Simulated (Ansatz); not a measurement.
Geometry optimisation, UKS PBE/STO-3G in Ansatz 0.2.0.

Input:

```yaml
crystal:
  periodic: [false, false, false]
  atoms:
    - { symbol: C, position_ang: [0.3844, -0.7771, 1.7681] }
    - { symbol: Si, position_ang: [0.9811, -0.7644, 0.0299] }
    - { symbol: F, position_ang: [2.2842, 0.1363, -0.0379] }
    - { symbol: Si, position_ang: [-0.5087, 0.0701, -1.4424] }
    - { symbol: C, position_ang: [-1.0011, 1.7651, -0.8583] }
    - { symbol: O, position_ang: [-1.7081, 1.9096, 0.1498] }
    - { symbol: H, position_ang: [1.1012, -1.1293, 2.4625] }
    - { symbol: H, position_ang: [-0.5327, -1.3194, 1.8477] }
    - { symbol: H, position_ang: [0.0987, 0.3028, 2.1201] }
    - { symbol: H, position_ang: [1.3585, -2.1513, -0.3244] }
    - { symbol: H, position_ang: [-1.7849, -0.8385, -1.4683] }
    - { symbol: H, position_ang: [-0.0073, 0.1127, -2.807] }
    - { symbol: H, position_ang: [-0.6449, 2.6488, -1.425] }
magnetization:
  spin_polarized: true
basis:
  gaussian: { orbitals: STO-3G }
hamiltonian:
  xc: pbe
relax:
  f_tol: 0.02
  max_steps: 40
```

Launched with:

```bash
$ ansatz run input.yaml --threads 1 --pin off --max-ram 2048MiB --backend cpu --events-out ev --progress --plain --runs-dir out
```

Question: Where does it end, and by what steps?

Answer: It converged. The force dipped under the threshold on the way, but the program's further checks kept it going. Limits of this set-up: minimal basis. After 17 steps the energy has fallen by 0.620 eV; O6 moved furthest, 0.63 Å.

```json
{"step": "0", "energy less start (eV)": "0.0000", "largest force component (eV/Å)": "3.826", "accepted": "yes"}
{"step": "1", "energy less start (eV)": "-0.4472", "largest force component (eV/Å)": "1.370", "accepted": "yes"}
{"step": "2", "energy less start (eV)": "-0.3831", "largest force component (eV/Å)": "3.208", "accepted": "no"}
{"step": "3", "energy less start (eV)": "-0.5960", "largest force component (eV/Å)": "0.561", "accepted": "yes"}
{"step": "4", "energy less start (eV)": "-0.6113", "largest force component (eV/Å)": "0.154", "accepted": "yes"}
{"step": "5", "energy less start (eV)": "-0.6136", "largest force component (eV/Å)": "0.107", "accepted": "yes"}
{"step": "6", "energy less start (eV)": "-0.6152", "largest force component (eV/Å)": "0.228", "accepted": "yes"}
{"step": "7", "energy less start (eV)": "-0.6161", "largest force component (eV/Å)": "0.195", "accepted": "yes"}
{"step": "8", "energy less start (eV)": "-0.6169", "largest force component (eV/Å)": "0.147", "accepted": "yes"}
{"step": "9", "energy less start (eV)": "-0.6190", "largest force component (eV/Å)": "0.090", "accepted": "yes"}
{"step": "10", "energy less start (eV)": "-0.5991", "largest force component (eV/Å)": "1.239", "accepted": "no"}
{"step": "11", "energy less start (eV)": "-0.6189", "largest force component (eV/Å)": "0.175", "accepted": "no"}
{"step": "12", "energy less start (eV)": "-0.6197", "largest force component (eV/Å)": "0.025", "accepted": "yes"}
{"step": "13", "energy less start (eV)": "-0.6168", "largest force component (eV/Å)": "0.259", "accepted": "no"}
{"step": "14", "energy less start (eV)": "-0.6200", "largest force component (eV/Å)": "0.009", "accepted": "yes"}
{"step": "15", "energy less start (eV)": "-0.6201", "largest force component (eV/Å)": "0.058", "accepted": "yes"}
{"step": "16", "energy less start (eV)": "-0.6201", "largest force component (eV/Å)": "0.025", "accepted": "yes"}
{"step": "17", "energy less start (eV)": "-0.6202", "largest force component (eV/Å)": "0.005", "accepted": "yes"}
```

```xyz
13
Properties=species:S:1:pos:R:3
C 0.416 -0.810 1.815
Si 1.034 -0.766 0.027
F 2.438 0.118 -0.048
Si -0.571 0.062 -1.377
C -1.119 1.853 -0.927
O -2.124 2.182 -0.232
H 1.184 -1.220 2.492
H -0.478 -1.452 1.896
H 0.143 0.192 2.183
H 1.347 -2.144 -0.373
H -1.739 -0.812 -1.348
H -0.077 0.096 -2.749
H -0.433 2.666 -1.341
```

Whether the end is a true minimum wasn't checked by a vibrational analysis.

The run took 90 s on 1 CPU thread of a shared host.
